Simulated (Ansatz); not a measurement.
```yaml
crystal:
  periodic: [false, false, false]
  atoms:
    - {symbol: O, position_ang: [2.843148, -0.776326, 0.593740]}
    - {symbol: C, position_ang: [2.768348, 0.407123, 0.487087]}
    - {symbol: O, position_ang: [1.662486, 1.123791, 0.220274]}
    - {symbol: C, position_ang: [0.446110, 0.473446, 0.049409]}
    - {symbol: C, position_ang: [-0.261034, 0.768533, -1.101235]}
    - {symbol: C, position_ang: [-1.512614, 0.202859, -1.288705]}
    - {symbol: C, position_ang: [-2.043077, -0.648951, -0.332002]}
    - {symbol: C, position_ang: [-1.319222, -0.931029, 0.817380]}
    - {symbol: C, position_ang: [-0.068167, -0.369833, 1.018522]}
    - {symbol: H, position_ang: [3.609769, 1.107099, 0.587566]}
    - {symbol: H, position_ang: [-1.773117, 0.730465, -2.187780]}
    - {symbol: H, position_ang: [-2.073117, 0.430465, -2.187780]}
    - {symbol: H, position_ang: [-3.020668, -1.091861, -0.480337]}
    - {symbol: H, position_ang: [-1.729834, -1.595459, 1.568580]}
    - {symbol: H, position_ang: [0.503372, -0.589118, 1.910191]}
basis:
  gaussian: {orbitals: def2-SVP}
hamiltonian: {xc: {name: BHLYP}, dispersion: d3bjatm}
output: {forces: true}
```

```sh
$ ansatz run in.yaml --threads 2 --pin off --events-out ev --progress --plain --max-ram 32768MiB --backend cpu
```

Output, abridged:

```
Functional definition: BHLYP
1585 factors; integrals over basis functions are off by at most 1.3e-3 eV
mean field evaluation 1: about -11414.5628 eV, gradient 5.6e1 eV
mean field evaluation 2: about -11414.5670 eV, gradient 6.1e1 eV
mean field evaluation 4: about -11421.5686 eV, gradient 3.9e0 eV
mean field evaluation 8: about -11422.6857 eV, gradient 8.6e-1 eV
mean field evaluation 16: about -11422.6876 eV, gradient 1.3e-3 eV
mean field -11422.68755449 eV, -419.7760250517 hartree, gradient 2.1e-5 eV, S^2 0.000000; 0 other end points of the search recorded, 0 dependent functions left out
reference -11422.68773730 eV, -419.7760317699 hartree; 32, 32 occupied and 124, 124 virtual orbitals, 1585 factors
Total energy: -11423.22012500 eV, -419.7955966571 hartree
Atom 0 at     2.843148    -0.776326     0.593740 Å, force    -0.101544     0.638786    -0.005552 eV/Å
Atom 1 at     2.768348     0.407123     0.487087 Å, force    -0.517274    -0.035612    -0.162285 eV/Å
Atom 2 at     1.662486     1.123791     0.220274 Å, force     0.579515    -0.770136     0.408135 eV/Å
Atom 3 at     0.446110     0.473446     0.049409 Å, force    -0.901002    -0.247226    -0.184581 eV/Å
Atom 4 at    -0.261034     0.768533    -1.101235 Å, force    -0.475108     0.876363    -1.989167 eV/Å
Atom 5 at    -1.512614     0.202859    -1.288705 Å, force     6.709636    -1.678068     8.227461 eV/Å
Atom 6 at    -2.043077    -0.648951    -0.332002 Å, force    -2.004672    -0.561931    -0.529120 eV/Å
Atom 7 at    -1.319222    -0.931029     0.817380 Å, force    -0.478432    -0.001409    -0.581753 eV/Å
Atom 8 at    -0.068167    -0.369833     1.018522 Å, force     0.803779     0.467132    -0.118261 eV/Å
Atom 9 at     3.609769     1.107099     0.587566 Å, force     0.059722    -0.049371    -0.005122 eV/Å
Atom 10 at    -1.773117     0.730465    -2.187780 Å, force    30.804229    33.737152    -2.579478 eV/Å
Atom 11 at    -2.073117     0.430465    -2.187780 Å, force   -34.136926   -32.068283    -2.680144 eV/Å
Atom 12 at    -3.020668    -1.091861    -0.480337 Å, force    -0.159787    -0.201541     0.217634 eV/Å
Atom 13 at    -1.729834    -1.595459     1.568580 Å, force    -0.123754    -0.010686    -0.148140 eV/Å
Atom 14 at     0.503372    -0.589118     1.910191 Å, force    -0.058383    -0.095170     0.130374 eV/Å
Dipole moment:    -1.013366    -0.027709    -0.199136 e Å
```

Something in this input is off. What?

One atom was put on top of another. Self-consistency was reached. The result belongs to that input, not to the molecule as meant.
